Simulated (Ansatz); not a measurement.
CH$_{4}$AsNO, SMILES `O/C=N/[AsH2]`, charge 0, multiplicity 1.

Q: Give a relaxed structure at PBE0-D4/def2-TZVP (Ansatz). (Estimate.)

A: Ansatz gave: 
Z-matrix (Å, degrees):
```
C
N 1 1.260
O 1 1.336 2 122.3
H 1 1.095 2 127.4 3 -180.0
As 2 1.872 1 115.0 3 180.0
H 3 0.969 1 106.6 2 0.0
H 5 1.525 2 94.9 1 134.1
H 5 1.525 2 94.9 1 -134.3
```
Point group Cs.
